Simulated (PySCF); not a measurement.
# How methods differ on the ionisation energy of Cu⁺

Cu⁺ [Ar] 3d10 (1S) → Cu²⁺ [Ar] 3d9 (2D), as a difference of total energies. Calculation: PySCF 2.14, in x2c-SVPall; the spin-free X2C one-electron Hamiltonian (Gaussian nucleus). Correlated levels: valence: [Ar] frozen. The calculations carry no spin-orbit coupling.

```tsv
method	ionisation energy (eV)	difference from reference (eV)
UHF	17.397	-2.895
B3LYP	20.875	+0.583
TPSS	20.771	+0.479
MP2 (valence)	20.311	+0.019
SCS-MP2 (valence)	19.936	-0.356
```

Reference: 20.292 eV (measured; NIST Atomic Spectra Database, ionization energies).

The reference lies between the lowest fine-structure levels, while these numbers refer to the centres of the terms.

Errors of the correlated levels include the incompleteness of this basis and the frozen core.
